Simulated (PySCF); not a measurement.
Calculation: PBE-D3(BJ)/def2-TZVP in PySCF. All species are isolated molecules in the gas phase. Delta-SCF ions had no search for a lower state. Excitations are Tamm–Dancoff values on a coarser integration grid. The basis has no diffuse functions, so Rydberg states are missing or too high.

Reference species (SMILES): `[SiH3]B(Cl)Cl` (neutral, multiplicity 1).

```json
{
 "LUMO": "-3.14 eV",
 "vertical ionisation energy (Delta-SCF)": "10.05 eV",
 "S1–T1 gap (TDA)": "0.75 eV",
 "dipole_moment": "0.28 D"
}
```

Changed species: `[SiH3]B([SiH3])[SiH3]` (3 of 3 Cl replaced by SiH3; the reference has 1 of 3 Cl replaced by SiH3).

**Question.** What does the change do to the LUMO, vertical ionisation energy (Delta-SCF), S1–T1 gap (TDA) and dipole moment?

**Answer.** the LUMO decreases by 0.90 eV, to -4.04 eV; the vertical ionisation energy (Delta-SCF) decreases by 0.62 eV, to 9.43 eV; the S1–T1 gap (TDA) decreases by 0.05 eV, to 0.70 eV; the dipole moment falls by 0.19 D, to 0.09 D.
